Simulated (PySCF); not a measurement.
Compound: WN(OH)3 (singlet state).
SMILES: `[N]#[W]([OH])([OH])[OH]`

Level of theory: TDDFT CAM-B3LYP/def2-SVPD, vertical, gas phase, core orbitals frozen in the response, def2 core potentials past Kr in PySCF 2.14.0, density-fitted response routines. Geometry: PBE0-D3(BJ)/def2-SVP; no solvent, vibrations or thermal averaging. Spin–orbit coupling is left out.

| state | E (eV) | E (kJ/mol) | λ (nm) | f | \|μ\| (D) | symmetry | main configurations (H = HOMO, L = LUMO) |
| --- | --- | --- | --- | --- | --- | --- | --- |
| S1 | 5.42 | 523 | 228.6 | 0.0000 | 0.00 | – | H-2/H-1→L/L+1 (≥86%) |
| S2 | 5.57 | 537 | 222.7 | 0.0001 | 0.09 | – | H→L/L+1 (≥95%) |
| S3 | 5.57 | 537 | 222.7 | 0.0001 | 0.08 | – | H→L/L+1 (≥95%) |
| S4 | 5.73 | 553 | 216.3 | 0.0019 | 0.29 | – | H-2/H-1→L/L+1 (≥79%) |
| S5 | 5.73 | 553 | 216.3 | 0.0019 | 0.29 | – | H-2/H-1→L/L+1 (≥79%) |
| S6 | 5.97 | 576 | 207.5 | 0.014 | 0.80 | A1 | H-2/H-1→L/L+1 (≥63%) |
| S7 | 6.73 | 650 | 184.2 | 0.0000 | 0.00 | – | H-2/H-1→L+3 (≥30%), H-2/H-1→L+4 (≥29%), H-2/H-1→L+7 (≥10%) |
| S8 | 6.84 | 660 | 181.3 | 0.0060 | 0.48 | E | H→L+3 (64%), H→L+7 (16%), H→L+6 (14%) |
| S9 | 6.84 | 660 | 181.2 | 0.0060 | 0.48 | E | H→L+4 (64%), H→L+6 (16%), H→L+7 (14%) |

Triplets (Tamm–Dancoff): T1 4.73 eV, H-2/H-1→L/L+1 (≥62%); T2 5.01 eV, H-2/H-1→L/L+1 (≥40%), H→L/L+1 (≥37%); T3 5.01 eV, H-2/H-1→L/L+1 (≥40%), H→L/L+1 (≥37%).

The lowest singlet lies at 5.42 eV (229 nm, ultraviolet) and is dark (f under 0.0005); its leading configuration is HOMO-2/HOMO-1→LUMO/LUMO+1 (≥86%). The most intense listed level is S6 at 5.97 eV (208 nm, f = 0.014), 0.55 eV above S1. S2/S3, S4/S5 and S8/S9 lie within about 0.01 eV of each other in each set; the point group C3v has degenerate representations, and within a degenerate level the listed configurations can mix freely. For S1 the Löwdin share of tungsten is 32% in HOMO-1 and 60% in LUMO+1. Weighted by f, the mean energy of these states is 6.28 eV. The listed states span 1.42 eV, and the widest gap between neighbours is 0.76 eV (S6 to S7). No computed singlet lies in the visible range (380 to 750 nm); the lowest, at 229 nm, stands 2.16 eV above its violet end (3.26 eV). The vertical ionisation energy (ΔSCF) is 10.59 eV, 3.75 eV above S9. Symmetry labels in C3v follow from the direction of the transition dipole and are given only for states with f of 0.002 or more. Orbitals of the list HOMO-3 to LUMO+2 that lie within 0.01 eV of each other are written together with a slash and their weights summed (≥ marks a lower bound); for degenerate orbitals outside that list single weights are arbitrary. Only the lowest 10 singlets were computed, as vertical energies without vibronic structure. The highest level found (6.98 eV, f 0.0015 so far) is left out, since the window may have cut off a degenerate partner.
